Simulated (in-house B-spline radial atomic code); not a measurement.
## How G0W0 and RPA depend on the start: Ni5+

Configuration [Ar] 3d5, highest spin. Computed with a B-spline radial code for spherical atoms: all electrons, non-relativistic, point nucleus, each spin shell either full or empty, empty states to l = 9 with an (l + 1/2)⁻⁴ tail; G0W0 by contour deformation at full frequency.

| start | mean-field 3d up (eV) | G0W0 (eV) | QP weight | RPA correlation (Eh) |
| --- | --- | --- | --- | --- |
| Hartree-Fock | -109.73 | -108.91 | 0.974 | -1.4399 |
| LDA VWN5 | -95.58 | -108.34 | 0.953 | -1.5835 |
| PBE | -95.39 | -108.24 | 0.952 | -1.5809 |
| PBE0 | -99.24 | -108.44 | 0.961 | -1.5412 |
| r2SCAN | -96.32 | -108.24 | 0.957 | -1.5544 |
| HSE06 | -98.76 | -108.45 | 0.960 | -1.5441 |
| B3LYP (VWN-RPA) | -98.47 | -108.43 | 0.959 | -1.5501 |
| SCAN | -96.29 | -108.18 | 0.957 | -1.553 |
| TPSS | -95.35 | -108.28 | 0.953 | -1.572 |
| BHandHLYP | -102.91 | -108.64 | 0.966 | -1.5057 |
| CAM-B3LYP | -100.49 | ? | ? | ? |
| LC-wPBE | -101.07 | -108.71 | 0.964 | -1.538 |
| wB97X | -101.09 | -108.45 | 0.965 | -1.5281 |
| PBEsol | -95.35 | ? | ? | ? |
| BLYP | -95.20 | -108.25 | 0.952 | -1.5821 |
| r2SCAN0 | -99.92 | -108.43 | 0.963 | -1.5237 |
| LDA exchange-only | -93.97 | -108.51 | 0.950 | -1.5837 |

Question: What G0W0 level, weight and RPA correlation energy follow from the CAM-B3LYP start?

Answer: G0W0 level -108.59 eV, weight 0.962, RPA correlation -1.5359 hartree.

Question: What G0W0 level, weight and RPA correlation energy follow from the PBEsol start?

Answer: G0W0 level -108.28 eV, weight 0.953, RPA correlation -1.5815 hartree.

Question: How much of the dependence on the start does G0W0 remove?

Answer: The mean-field levels span 15.8 eV and the G0W0 levels 0.73 eV. Against 108 ± 1 eV (NIST, semi-empirical) the G0W0 removal energies are off by +0.18 to +0.91 eV, with relativity, Breit and QED terms left out.
